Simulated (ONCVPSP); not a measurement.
# Ge (Z = 32): variants of one ONCV potential

Base potential:

Ge (Z = 32), optimised norm-conserving Vanderbilt (ONCV), made with ONCVPSP 4.0.1 (PBEsol, scalar-relativistic). Core [Ar] 3d10, reference 4s2 4p1.5 (charge +0.5). Waves: 4s: rc 1.50 bohr, ncon 5, nbas 9, qcut 4.7 1/bohr, 2 projectors, debl 3.8 Ha; 4p: rc 2.30 bohr, ncon 4, nbas 9, qcut 3.4 1/bohr, 2 projectors, debl 3.5 Ha. Local part: polynomial inside 1.10 bohr (lpopt 5, dvloc0 0 Ha). Core correction: Teter function, fcfact 2.25, rcfact 1.2.

All-electron outer shells of the reference configuration (PBEsol, scalar-relativistic, ld1.x):

```csv
shell,level (eV),outermost node (bohr),outermost maximum (bohr)
3p,-119.67,0.23,0.54
3d,-33.55,–,0.50
4s,-15.62,0.77,1.73
4p,-7.39,0.82,2.14
```

Cutoffs, loose and tight: the cutoffs (Ha) at which the residual kinetic energy of the hardest occupied pseudo-wave falls to 1 and 0.1 mHa per electron. They do not see the model core or the augmentation charge, which bear on the density cutoff. Test errors are all-electron minus pseudo excitation energies from the reference, over the configurations 4s2 4p2; 4s2 4p1; 4s2 4p0; 4s1 4p0. A dash means not determined; rows that change the core or the reference have their own tests. The largest error is taken over the tests solved by every variant that gives reliable tests at all: 4s2 4p0; 4s2 4p1; 4s2 4p2.

A true bound ghost makes a file unfit for plane-wave use even where its test errors are small: the radial tests pick states by their node count and pass the ghost by.

```tsv
change	outcome	cutoff, loose	cutoff, tight	bound ghosts	GHOST(+) flags above zero	largest test error (meV)
base	generated	29 Ha	94 Ha	s	s, p	-32
core correction Teter function, fcfact 1.5, rcfact 1.2	generated	29 Ha	94 Ha	s	s, p	-33
core correction Teter function, fcfact 2, rcfact 1.2	generated	29 Ha	94 Ha	s	s, p	-32
core correction Teter function, fcfact 3, rcfact 1.2	generated	29 Ha	94 Ha	s	s, p	-30
core correction Teter function, fcfact 3.8, rcfact 1.2	generated	29 Ha	94 Ha	s	s, p	-29
core correction Teter function, fcfact 4.5, rcfact 1.2	generated	29 Ha	94 Ha	s	s, p	-28
core correction Teter function, fcfact 5.1, rcfact 1.2	generated	29 Ha	94 Ha	s	s, p	-28
core correction Teter function, fcfact 6.3, rcfact 1.2	generated	29 Ha	94 Ha	s	s, p	-27
core correction Teter function, fcfact 6.8, rcfact 1.2	generated	29 Ha	94 Ha	s	s, p	-27
core correction Teter function, fcfact 7.7, rcfact 1.2	generated	29 Ha	94 Ha	s	s, p	-27
```

Reading the sweep of the fcfact (base included, trends over the rows without a ghost): Bound ghosts are found at 1.5, 2, 2.25, 3, 3.8, 4.5, 5.1, 6.3, 6.8, 7.7. Every judged row has one, so this setting neither creates nor removes them.
